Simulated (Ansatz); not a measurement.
```yaml
crystal:
  periodic: [false, false, false]
  atoms:
    - {symbol: C, position_ang: [-1.480706, 1.616462, -0.293250]}
    - {symbol: In, position_ang: [-0.264898, 0.335714, 0.967699]}
    - {symbol: C, position_ang: [1.888667, 0.600548, 0.985966]}
    - {symbol: As, position_ang: [-0.225351, -1.936988, -0.945630]}
    - {symbol: H, position_ang: [-2.446420, 1.157566, -0.512043]}
    - {symbol: H, position_ang: [-1.668424, 2.562877, 0.220115]}
    - {symbol: H, position_ang: [-0.973522, 1.840260, -1.233693]}
    - {symbol: H, position_ang: [-1.023883, -0.593644, 2.228150]}
    - {symbol: H, position_ang: [2.397669, -0.303478, 1.324767]}
    - {symbol: H, position_ang: [2.151524, 1.409682, 1.672075]}
    - {symbol: H, position_ang: [2.261381, 0.866849, -0.004975]}
    - {symbol: H, position_ang: [-0.717263, -3.315754, -0.567864]}
    - {symbol: H, position_ang: [1.073569, -2.407953, -1.561202]}
    - {symbol: H, position_ang: [-0.985242, -1.861342, -2.251213]}
basis:
  gaussian: {orbitals: def2-TZVP}
magnetization: {spin_polarized: true, initial_magnetization: 0}
hamiltonian: {xc: {name: B2GP-PLYP}}
output: {forces: true}
```

```sh
$ ansatz run in.yaml --threads 4 --pin off --events-out ev --progress --plain --max-ram 11315MiB
```

It prints (some lines left out):

```
Functional definition: B2GP-PLYP
1699 factors; integrals over basis functions are off by at most 1.2e-3 eV
mean field evaluation 1: about -68210.7464 eV, gradient 3.8e1 eV
mean field evaluation 2: about -68210.8040 eV, gradient 3.8e1 eV
mean field evaluation 4: about -68217.6109 eV, gradient 2.2e0 eV
mean field evaluation 8: about -68217.6408 eV, gradient 1.1e-1 eV
mean field evaluation 16: about -68217.6409 eV, gradient 1.4e-4 eV
mean field -68217.64087261 eV, -2506.9520624907 hartree, gradient 7.7e-6 eV, S^2 0.000000; 0 other end points of the search recorded, 0 dependent functions left out
15 core orbitals not correlated: weight in the atoms' cores, before any rotation towards them, 1.000 or more for the frozen orbitals, at most 0.000 for the correlated occupied ones
reference -68217.64103966 eV, -2506.9520686296 hartree; 23, 23 occupied and 182, 182 virtual orbitals, 1699 factors
second order -29.06333094 eV of doubles, -0.00000000 eV of singles
Total energy: -68228.10383880 eV, -2507.3365694060 hartree
Atom 0 at    -1.480706     1.616462    -0.293250 Å, force    -0.068656     0.083326    -0.048794 eV/Å
Atom 1 at    -0.264898     0.335714     0.967699 Å, force    -0.035814    -0.031246     0.069744 eV/Å
Atom 2 at     1.888667     0.600548     0.985966 Å, force     0.114080     0.028144     0.020714 eV/Å
Atom 3 at    -0.225351    -1.936988    -0.945630 Å, force     0.006253    -0.237050    -0.200925 eV/Å
Atom 4 at    -2.446420     1.157566    -0.512043 Å, force     0.088552     0.047046     0.015977 eV/Å
Atom 5 at    -1.668424     2.562877     0.220115 Å, force     0.011828    -0.084665    -0.055364 eV/Å
Atom 6 at    -0.973522     1.840260    -1.233693 Å, force    -0.051271    -0.019747     0.087522 eV/Å
Atom 7 at    -1.023883    -0.593644     2.228150 Å, force     0.030585     0.048546    -0.043082 eV/Å
Atom 8 at     2.397669    -0.303478     1.324767 Å, force    -0.042185     0.087178    -0.033526 eV/Å
Atom 9 at     2.151524     1.409682     1.672075 Å, force    -0.014678    -0.077117    -0.066348 eV/Å
Atom 10 at     2.261381     0.866849    -0.004975 Å, force    -0.031848    -0.026101     0.095984 eV/Å
Atom 11 at    -0.717263    -3.315754    -0.567864 Å, force     0.039263     0.125339    -0.020354 eV/Å
Atom 12 at     1.073569    -2.407953    -1.561202 Å, force    -0.106696     0.051659     0.060837 eV/Å
Atom 13 at    -0.985242    -1.861342    -2.251213 Å, force     0.060585     0.004689     0.117615 eV/Å
Dipole moment:     0.042247    -0.399178    -0.428978 e Å
```

Hardware: 4 threads of an Intel Xeon Platinum 8259CL on a shared host. Wall time 27 s, peak host memory 1.2 GiB.
